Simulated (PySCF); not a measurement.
Al(Me)2(H) anion (C2H7Al), SMILES [CH3][AlH][CH3] (connectivity only; charge and spin as stated), charge -1, multiplicity 2. The structure is a stationary point at ωB97X-D3(BJ)/def2-SVPD. The multiplicity is an assumed one; other spin states were not compared. The isomer is the one that the SMILES or the coordinates give; other isomers of the formula were not compared.

Method: ωB97X-D3(BJ)/def2-SVPD (PySCF).

Harmonic wavenumbers (cm⁻¹): 122, 135, 157, 426, 464, 528, 536, 591, 693, 719, 727, 1165, 1167, 1423, 1426, 1427, 1434, 1658, 2990, 2992, 3069, 3071, 3092, 3093. Rotational constants (GHz): 16.12, 5.303, 4.315; symmetry number 1.

Problem. Work out the zero-point energy and the ideal-gas rigid-rotor harmonic-oscillator thermochemistry at 298.15 K and 1 atm.

Solution. ZPE = ½ Σ hcν = ½ × 33105 cm⁻¹ = 198.01 kJ/mol. H − E(el) = 217.09 kJ/mol. Entropy in J/(mol K): translation 159.40, rotation 101.59, vibration 53.63, spin 5.76, total 320.38. G − E(el) = 121.57 kJ/mol. Cp = 96.85 J/(mol K). Modes under 150 cm⁻¹ make the vibrational entropy uncertain.
